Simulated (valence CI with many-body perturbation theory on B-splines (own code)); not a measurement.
# E1 transitions of Cd41+

Method: configuration interaction combined with many-body perturbation theory (CI+MBPT): five valence electrons over a frozen Dirac-Fock core [He], a basis of 11 s, 11 p, 10 d, 8 f, 5 g, 2 h functions for each j, with the one-electron correlation potential Σ1 (screened to all orders), the two-electron term Σ2, the three-electron term Σ3, Breit, model QED; selected single and double excitations, second order for the rest, scaled by the run's own slope (own B-spline code, finite nucleus).

No measured spectrum was set against this ion. As an estimate, large intervals hold to a few tenths of a per cent, small ones and those within an open d or f shell to about a per cent. Among the levels kept, up to 7100 cm⁻¹ of a level comes from second order outside the variational space, and about a tenth of that is noise between levels of different J, which matters for small intervals.

Lines 151 to 200 of 597 in falling wavelength, among levels below 36077 × 10³ cm⁻¹, chosen from the strongest by gf and those to the six lowest levels. Wavelengths and rates use the calculated energies. Electric multipoles are in the length gauge, E1 and E2 with the static RPA response of the core. Weak lines are less certain than strong ones. Lines between different terms over intervals too small for the method are left out, as are lines whose strength nearly cancels. The highest levels of a list are the least certain.

Levels are named by their leading jj configuration (3d3/2^4 stands for four electrons in 3d with j = 3/2), which in mixed levels can hold well under half, so a name can repeat and another be missing. Letters in brackets count levels of one name in rising energy.

```csv
λ vac (Å),Upper,Lower,A (s⁻¹),log gf,Branch %
99.89,(2s 2p1/2^2 2p3/2 3p3/2) J=3/2 [b],(2s 2p1/2^2 2p3/2 3s) J=1/2,3.11e+10,-0.73,0.1
99.78,(2s 2p1/2 2p3/2^2 3d3/2) J=7/2 [b],(2s 2p1/2 2p3/2^2 3p1/2) J=7/2,1.46e+10,-0.76,0.0
99.36,(2s 2p1/2 2p3/2^2 3p3/2) J=3/2 [a],(2s 2p1/2 2p3/2^2 3s) J=3/2 [a],2.03e+10,-0.92,0.0
98.63,(2s^2 2p1/2 2p3/2 3p3/2) J=5/2 [b],(2s^2 2p1/2 2p3/2 3s) J=3/2 [b],2.77e+10,-0.62,1.3
98.51,(2s 2p1/2^2 2p3/2 3d3/2) J=3/2 [b],(2s 2p1/2^2 2p3/2 3p1/2) J=1/2,1.49e+10,-1.06,0.0
97.67,(2s^2 2p1/2 2p3/2 3d3/2) J=1/2 [a],(2s^2 2p1/2 2p3/2 3p1/2) J=1/2,3.08e+10,-1.05,0.1
97.46,(2s^2 2p1/2 2p3/2 3p3/2) J=5/2 [b],(2s^2 2p1/2 2p3/2 3s) J=5/2,1.19e+10,-0.99,0.5
97.09,(2s 2p1/2^2 2p3/2 3p3/2) J=1/2 [b],(2s 2p1/2^2 2p3/2 3s) J=1/2,5.18e+10,-0.83,1.4
96.62,(2s 2p1/2 2p3/2^2 3d5/2) J=7/2 [a],(2s 2p1/2 2p3/2^2 3p1/2) J=5/2 [a],1.15e+10,-0.89,0.1
96.07,(2s^2 2p3/2^2 3d3/2) J=3/2 [b],(2s^2 2p3/2^2 3p1/2) J=1/2,1.52e+10,-1.07,0.0
94.94,(2s 2p1/2^2 2p3/2 3p3/2) J=5/2 [a],(2s 2p1/2^2 2p3/2 3s) J=5/2,2.72e+10,-0.66,0.1
92.97,(2s 2p1/2 2p3/2^2 3p3/2) J=1/2 [c],(2s 2p1/2 2p3/2^2 3s) J=3/2 [d],2.99e+10,-1.11,0.1
91.86,(2s 2p1/2 2p3/2^2 3p3/2) J=3/2 [f],(2s 2p1/2 2p3/2^2 3s) J=3/2 [d],3.29e+10,-0.78,0.1
89.88,(2s^2 2p1/2 2p3/2 3p3/2) J=1/2 [b],(2s^2 2p1/2 2p3/2 3s) J=3/2 [b],5.43e+10,-0.88,2.6
88.58,(2s^2 2p3/2^2 3p3/2) J=3/2 [a],(2s^2 2p3/2^2 3s) J=3/2,2.75e+10,-0.89,0.2
87.51,(2s 2p1/2 2p3/2^2 3p3/2) J=1/2 [c],(2s 2p1/2 2p3/2^2 3s) J=1/2 [b],3.41e+10,-1.11,0.2
84.57,(2s 2p1/2 2p3/2^2 3p1/2) J=7/2,(2s^2 2p3/2^2 3p1/2) J=5/2,1.72e+10,-0.83,0.1
78.85,(2p1/2^2 2p3/2^2 3p1/2) J=5/2,(2s 2p1/2 2p3/2^2 3p1/2) J=3/2 [d],1.36e+10,-1.12,0.0
76.71,(2s 2p1/2^2 2p3/2 3s) J=5/2,(2s^2 2p1/2 2p3/2 3s) J=3/2 [a],1.45e+10,-1.11,0.1
74.11,(2s 2p1/2^2 2p3/2^2) J=5/2,(2s^2 2p1/2 2p3/2^2) J=5/2,5.82e+09,-1.54,5.7
70.35,(2p1/2^2 2p3/2^2 3p3/2) J=7/2,(2s 2p1/2 2p3/2^2 3p3/2) J=7/2 [c],1.27e+10,-1.12,0.0
68.67,(2p1/2^2 2p3/2^2 3p1/2) J=5/2,(2s 2p1/2 2p3/2^2 3p1/2) J=5/2 [c],1.96e+10,-1.08,0.1
66.85,(2s 2p1/2^2 2p3/2^2) J=5/2,(2s^2 2p1/2 2p3/2^2) J=3/2,1.34e+10,-1.27,13.1
65.83,(2s 2p1/2 2p3/2^3) J=5/2,(2s^2 2p3/2^3) J=3/2,1.42e+10,-1.26,4.2
62.24,(2s 2p1/2^2 2p3/2^2) J=1/2,(2s^2 2p1/2 2p3/2^2) J=1/2,2.35e+10,-1.56,6.0
58.16,(2p1/2^2 2p3/2^2 3p1/2) J=3/2,(2s 2p1/2 2p3/2^2 3p1/2) J=5/2 [b],4.96e+10,-1.00,0.1
54.74,(2s 2p1/2^2 2p3/2^2) J=3/2,(2s^2 2p1/2 2p3/2^2) J=5/2,2.29e+10,-1.39,3.6
53.96,(2s 2p1/2 2p3/2^3) J=3/2 [b],(2s^2 2p3/2^3) J=3/2,2.09e+10,-1.44,2.3
53.94,(2p1/2^2 2p3/2^2 3p3/2) J=5/2,(2s 2p1/2 2p3/2^2 3p3/2) J=7/2 [b],5.48e+10,-0.84,0.1
53.84,(2p1/2^2 2p3/2^2 3s) J=3/2,(2s 2p1/2 2p3/2^2 3s) J=5/2 [b],8.14e+10,-0.85,0.2
53.64,(2p1/2^2 2p3/2^2 3s) J=5/2,(2s 2p1/2 2p3/2^2 3s) J=7/2 [b],3.13e+10,-1.09,0.4
53.64,(2p1/2^2 2p3/2^2 3p3/2) J=7/2,(2s 2p1/2 2p3/2^2 3p3/2) J=9/2,5.71e+10,-0.71,0.1
53.34,(2p1/2^2 2p3/2^2 3p1/2) J=5/2,(2s 2p1/2 2p3/2^2 3p1/2) J=7/2,6.59e+10,-0.77,0.2
50.67,(2s 2p1/2^2 2p3/2^2) J=3/2,(2s^2 2p1/2 2p3/2^2) J=3/2,8.75e+09,-1.87,1.4
50.22,(2p1/2^2 2p3/2^3) J=3/2,(2s 2p1/2 2p3/2^3) J=5/2,8.52e+10,-0.89,8.7
47.41,(2p1/2^2 2p3/2^2 3p3/2) J=7/2,(2s 2p1/2 2p3/2^2 3p3/2) J=7/2 [a],2.90e+10,-1.11,0.1
36.20,(2s 2p1/2 2p3/2^2 3s) J=5/2 [a],(2s^2 2p1/2 2p3/2 3s) J=3/2 [a],7.94e+10,-1.03,0.5
36.04,(2s 2p1/2 2p3/2^2 3p3/2) J=7/2 [a],(2s^2 2p1/2 2p3/2 3p3/2) J=5/2 [a],6.48e+10,-1.00,0.9
35.94,(2s 2p1/2 2p3/2^2 3p3/2) J=7/2 [b],(2s^2 2p1/2 2p3/2 3p3/2) J=5/2 [b],5.09e+10,-1.10,0.2
34.99,(2s 2p1/2 2p3/2^2 3d5/2) J=11/2,(2s^2 2p1/2 2p3/2 3d5/2) J=9/2,5.54e+10,-0.91,80.8
34.63,(2s 2p1/2 2p3/2^2 3p3/2) J=9/2,(2s^2 2p1/2 2p3/2 3p3/2) J=7/2,5.94e+10,-0.97,26.2
34.25,(2s 2p1/2 2p3/2^2 3p1/2) J=7/2,(2s^2 2p1/2 2p3/2 3p1/2) J=5/2,6.76e+10,-1.02,0.6
33.39,(2s 2p1/2^2 2p3/2^2) J=5/2,(2s^2 2p1/2^2 2p3/2) J=3/2,8.34e+10,-1.08,81.2
32.92,(2p1/2^2 2p3/2^2 3p3/2) J=5/2,(2s 2p1/2^2 2p3/2 3p3/2) J=3/2 [b],1.24e+11,-0.92,0.2
32.35,(2s 2p3/2^3 3p3/2) J=7/2,(2s^2 2p3/2^2 3p3/2) J=7/2,2.52e+11,-0.50,23.8
32.24,(2s 2p3/2^3 3p1/2) J=5/2,(2s^2 2p3/2^2 3p1/2) J=5/2,2.86e+11,-0.57,0.5
32.23,(2s 2p1/2 2p3/2^2 3d3/2) J=5/2 [c],(2s^2 2p3/2^2 3s) J=5/2,1.08e+11,-0.99,0.2
32.22,(2s 2p3/2^3 3p1/2) J=3/2 [a],(2s^2 2p3/2^2 3p1/2) J=3/2,2.74e+11,-0.77,1.5
32.19,(2p1/2^2 2p3/2^2 3p3/2) J=7/2,(2s 2p1/2^2 2p3/2 3p3/2) J=5/2 [b],1.96e+11,-0.61,0.4
31.97,(2p1/2^2 2p3/2^2 3s) J=5/2,(2s 2p1/2^2 2p3/2 3s) J=3/2 [b],1.96e+11,-0.74,2.5
```
